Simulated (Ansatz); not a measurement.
Compare A (`[SiH3]CC1[SiH2][SiH2]1`) with its isomer B (`C[Si@H]1C[Si@@H]1[SiH3]`).

Computed with Ansatz on PBE0-D4/def2-TZVP structures; ΔE is electronic, products minus reactants. CCSD(T)/CBS is the MP2 limit (def2-TZVPP, def2-QZVPP) plus CCSD(T) − MP2 in def2-TZVPP, frozen cores. DFT in def2-TZVPP. B3LYP here is the variant with VWN-RPA as its local correlation; programs differ in this. Each species was taken in one conformer, which may not be the lowest.

Which isomer does CCSD(T)/CBS put lower? Give the gap. (An estimate is asked.)

Ansatz gave: B, by 5.6 kcal/mol.

Give E(B) − E(A) in kcal/mol with PBE0-D4, MP2/def2-TZVPP, B3LYP-D4, PBE-D4, B2PLYP, B3LYP, CCSD/def2-TZVPP. (An estimate is asked.)

Computed: PBE0-D4 -9.4, MP2/def2-TZVPP -5.2, B3LYP-D4 -5.4, PBE-D4 -11.8, B2PLYP -4.6, B3LYP -4.7, CCSD/def2-TZVPP -3.2. None reverses the order clearly.

Largest T1 diagnostic: 0.014.

From PBE to PBE0 (25 % exact exchange), in def2-TZVPP and without D4, E(B) − E(A) moves by +2.4 kcal/mol. The D4 term adds −0.8 kcal/mol with B3LYP and −0.4 kcal/mol with PBE0; it sums over pairs of atoms, weighted by their polarisabilities, and B3LYP, whose exchange is more repulsive, gets the larger term.
